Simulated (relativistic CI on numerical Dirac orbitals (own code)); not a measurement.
V13+: computed level list

Computed by Dirac-Coulomb-Breit CI, separate exchange-only KLI orbitals for each configuration, QED by a radiative potential, unscaled Slater integrals (own radial code, finite nucleus).

Configurations in the expansion (outside the closed core 1s2): 2s2.2p6, 2s2.2p5.3s, 2s2.2p5.3p, 2s2.2p5.3d, 2s.2p6.3s, 2s.2p6.3p, 2s.2p6.3d, 2s2.2p5.4s, 2s2.2p5.4p, 2s2.2p5.4d, 2s2.2p5.4f, 2s2.2p4.3s2, 2s.2p6.4s, 2s2.2p4.3s.3p, 2s.2p6.4p, 2s.2p6.4d. Levels of other configurations are missing.

| No. | Configuration | Term | J | E (Ry) | % | Next component (%) | Landé g |
| --- | --- | --- | --- | --- | --- | --- | --- |
| 1 | 2s2.2p6 | 1S | 0 | 0.0000 | 100 |  |  |
| 2 | 2s2.2p5.3s | 3P° | 2 | 38.1132 | 100 |  | 1.499 |
| 3 | 2s2.2p5.3s | 3P° | 1 | 38.2291 | 53 | 47 1P° | 1.261 |
| 4 | 2s2.2p5.3s | 3P° | 0 | 38.6388 | 100 |  |  |
| 5 | 2s2.2p5.3s | 1P° | 1 | 38.7238 | 53 | 47 3P° | 1.235 |
| 6 | 2s2.2p5.3p | 3S | 1 | 39.9010 | 88 | 10 3P | 1.937 |
| 7 | 2s2.2p5.3p | 3D | 2 | 40.1646 | 63 | 27 1D | 1.153 |
| 8 | 2s2.2p5.3p | 3D | 3 | 40.2034 | 100 |  | 1.332 |
| 9 | 2s2.2p5.3p | 1P | 1 | 40.2942 | 43 | 33 3D | 0.961 |
| 10 | 2s2.2p5.3p | 3P | 2 | 40.3848 | 67 | 33 1D | 1.334 |
| 11 | 2s2.2p5.3p | 3P | 0 | 40.6387 | 97 | 3 1S |  |
| 12 | 2s2.2p5.3p | 3D | 1 | 40.6676 | 63 | 35 1P | 0.697 |
| 13 | 2s2.2p5.3p | 3P | 1 | 40.8137 | 65 | 21 1P | 1.400 |
| 14 | 2s2.2p5.3p | 1D | 2 | 40.8239 | 40 | 37 3D | 1.176 |
| 15 | 2s2.2p5.3p | 1S | 0 | 41.8708 | 97 | 3 3P |  |
| 16 | 2s2.2p5.3d | 3P° | 0 | 42.6910 | 99 |  |  |
| 17 | 2s2.2p5.3d | 3P° | 1 | 42.7390 | 94 | 5 3D° | 1.447 |
| 18 | 2s2.2p5.3d | 3P° | 2 | 42.8338 | 79 | 13 3D° | 1.421 |
| 19 | 2s2.2p5.3d | 3F° | 4 | 42.8606 | 100 |  | 1.249 |
| 20 | 2s2.2p5.3d | 3F° | 3 | 42.9153 | 70 | 25 1F° | 1.075 |
| 21 | 2s2.2p5.3d | 3F° | 2 | 43.0124 | 44 | 34 1D° | 0.890 |
| 22 | 2s2.2p5.3d | 3D° | 3 | 43.0732 | 61 | 37 1F° | 1.203 |
| 23 | 2s2.2p5.3d | 3D° | 1 | 43.3059 | 85 | 12 1P° | 0.596 |
| 24 | 2s2.2p5.3d | 3F° | 2 | 43.4506 | 56 | 29 1D° | 0.835 |
| 25 | 2s2.2p5.3d | 3D° | 2 | 43.4932 | 51 | 29 1D° | 1.184 |
| 26 | 2s2.2p5.3d | 1F° | 3 | 43.5163 | 38 | 34 3D° | 1.135 |
| 27 | 2s2.2p5.3d | 1P° | 1 | 44.0184 | 87 | 10 3D° | 0.956 |
| 28 | 2s.2p6.3s | 3S | 1 | 46.4125 | 99 | 1 2s2.2p5.3p 3S | 2.000 |
| 29 | 2s.2p6.3s | 1S | 0 | 46.8057 | 100 |  |  |
| 30 | 2s.2p6.3p | 3P° | 0 | 48.3966 | 99 |  |  |
| 31 | 2s.2p6.3p | 3P° | 1 | 48.4185 | 93 | 6 1P° | 1.468 |
| 32 | 2s.2p6.3p | 3P° | 2 | 48.5041 | 99 |  | 1.500 |
| 33 | 2s.2p6.3p | 1P° | 1 | 48.6350 | 93 | 6 3P° | 1.030 |
| 34 | 2s.2p6.3d | 3D | 1 | 51.0495 | 98 | 1 2s2.2p5.4f 3D | 0.499 |
| 35 | 2s.2p6.3d | 3D | 2 | 51.0533 | 98 | 1 2s2.2p5.4f 3D | 1.166 |
| 36 | 2s.2p6.3d | 3D | 3 | 51.0614 | 98 | 1 2s2.2p5.4p 3D | 1.333 |
| 37 | 2s2.2p5.4s | 3P° | 2 | 51.2182 | 100 |  | 1.499 |
| 38 | 2s2.2p5.4s | 1P° | 1 | 51.2566 | 61 | 39 3P° | 1.191 |
| 39 | 2s.2p6.3d | 1D | 2 | 51.3644 | 98 | 1 2s2.2p5.4p 1D | 1.000 |
| 40 | 2s2.2p5.4s | 3P° | 0 | 51.7445 | 100 |  |  |
| 41 | 2s2.2p5.4s | 3P° | 1 | 51.7657 | 61 | 39 1P° | 1.305 |
| 42 | 2s2.2p5.4p | 3S | 1 | 51.9606 | 75 | 23 3P | 1.860 |
| 43 | 2s2.2p5.4p | 3D | 2 | 52.0312 | 54 | 29 1D | 1.166 |
| 44 | 2s2.2p5.4p | 3D | 3 | 52.0475 | 99 | 1 2s.2p6.3d 3D | 1.333 |
| 45 | 2s2.2p5.4p | 1P | 1 | 52.0736 | 58 | 19 3D | 1.025 |
| 46 | 2s2.2p5.4p | 3P | 2 | 52.1040 | 66 | 33 1D | 1.330 |
| 47 | 2s2.2p5.4p | 3P | 0 | 52.3150 | 81 | 19 1S |  |
| 48 | 2s2.2p5.4p | 3D | 1 | 52.5388 | 72 | 26 1P | 0.657 |
| 49 | 2s2.2p5.4p | 3P | 1 | 52.5856 | 58 | 20 3S | 1.453 |
| 50 | 2s2.2p5.4p | 3D | 2 | 52.6003 | 45 | 36 1D | 1.167 |
| 51 | 2s2.2p5.4p | 1S | 0 | 52.8955 | 80 | 19 3P |  |
| 52 | 2s2.2p5.4d | 3P° | 0 | 52.9519 | 100 |  |  |
| 53 | 2s2.2p5.4d | 3P° | 1 | 52.9763 | 88 | 12 3D° | 1.379 |
| 54 | 2s2.2p5.4d | 3F° | 4 | 53.0071 | 100 |  | 1.249 |
| 55 | 2s2.2p5.4d | 3P° | 2 | 53.0163 | 62 | 25 3D° | 1.353 |
| 56 | 2s2.2p5.4d | 3F° | 3 | 53.0306 | 61 | 31 1F° | 1.077 |
| 57 | 2s2.2p5.4d | 1D° | 2 | 53.0673 | 45 | 29 3F° | 0.948 |
| 58 | 2s2.2p5.4d | 3D° | 3 | 53.0873 | 66 | 33 1F° | 1.220 |
| 59 | 2s2.2p5.4d | 3D° | 1 | 53.2426 | 60 | 33 1P° | 0.729 |
| 60 | 2s2.2p5.4f | 3G | 5 | 53.4465 | 100 |  | 1.199 |
| 61 | 2s2.2p5.4f | 1G | 4 | 53.4470 | 52 | 48 3G | 1.024 |
| 62 | 2s2.2p5.4f | 3D | 1 | 53.4627 | 99 | 1 2s.2p6.3d 3D | 0.500 |
| 63 | 2s2.2p5.4f | 3D | 2 | 53.4674 | 74 | 21 1D | 1.113 |
| 64 | 2s2.2p5.4f | 3F | 3 | 53.4774 | 49 | 25 3G | 0.993 |
| 65 | 2s2.2p5.4f | 1F | 3 | 53.4797 | 43 | 42 3D | 1.143 |
| 66 | 2s2.2p5.4f | 3F | 4 | 53.4807 | 72 | 16 1G | 1.185 |
| 67 | 2s2.2p5.4f | 3F | 2 | 53.4808 | 49 | 46 1D | 0.842 |
| 68 | 2s2.2p5.4d | 3F° | 2 | 53.5511 | 70 | 22 1D° | 0.778 |
| 69 | 2s2.2p5.4d | 3D° | 2 | 53.5628 | 42 | 37 3P° | 1.252 |
| 70 | 2s2.2p5.4d | 3F° | 3 | 53.5800 | 38 | 36 1F° | 1.118 |

Energies count from the lowest computed level; ° marks odd parity.

The mean weight of the leading LS term, summed over parents, in these 70 levels is 75 %, and that of the leading jj configuration (from the same eigenvectors) 88 %, so jj coupling describes them better and the LS labels are nominal.

At this charge energies of transitions that change n are usually good to better than 1 %, and those within a shell (Δn = 0) to a few per cent.

LS names give the leading component of a level, which can be under half, so a name can repeat, a term be missing and a line seem to break the LS rules.
